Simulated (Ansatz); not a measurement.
`[BH2][InH][F]` + H₂S → `[F][InH][SH]` + BH₃ at 700 K and 1 bar (cleavage of the In–B bond).

Program: Ansatz. Geometries: PBE0-D4/def2-TZVP. ΔE: electronic, gas phase. CBS: MP2 limit from def2 TZ/QZ plus the TZ coupled-cluster correction, frozen cores. This one scheme is used for every species. def2 core potentials past Kr. For In outer-core shells are correlated without core-valence functions, which leaves a few kJ/mol of doubt a bond. Each species was taken in one conformer, which may not be the lowest.

```tsv
species	CCSD(T)/CBS energy (Eh)	H − E (kJ/mol)	S (J/(mol·K))
`[BH2][InH][F]`	-316.18078	125.6	393.6
H₂S	-398.97279	64.8	236.9
`[F][InH][SH]`	-688.63795	95.0	388.9
BH₃	-26.55200	96.5	225.0
```

H − E and S are ideal-gas, rigid-rotor, harmonic terms from PBE0-D4/def2-TZVP, for one conformer and one mirror image of each species. 1 Eh = 2625.50 kJ/mol, R = 8.31446 J/(mol·K).

Problem. By hand: ΔE, ΔH, ΔS and ΔG.

Solution. ΔE = (-688.63795) + (-26.55200) − (-316.18078) − (-398.97279) = -0.03638 Eh = -95.5 kJ/mol. Δ(H − E) = 95.0 + 96.5 − 125.6 − 64.8 = 1.1, so ΔH = -94.4 kJ/mol. ΔS = 388.9 + 225.0 − 393.6 − 236.9 = -16.6 J/(mol·K). ΔG = -94.4 − 700 × (-16.6)/1000 = -82.8 kJ/mol.

Problem. By hand: the equilibrium constant, and the temperature at which ΔG would vanish if ΔH and ΔS stayed fixed.

Solution. log₁₀ K = −ΔG/(RT ln 10) = 6.2. ΔG = 0 at ΔH/ΔS = 5687 K, far beyond where these terms or the molecules hold.

ΔH outweighs TΔS. A doubt of 5 kJ/mol in ΔE shifts log₁₀ K by 0.4 here. Other conformers and mirror images would add mixing entropy, several J/(mol·K) or more a flexible species. These are equilibria of isolated gas molecules and say nothing of rates. Largest T1 diagnostic: 0.016 (customary marks: 0.02 for closed shells, 0.045 for open ones).
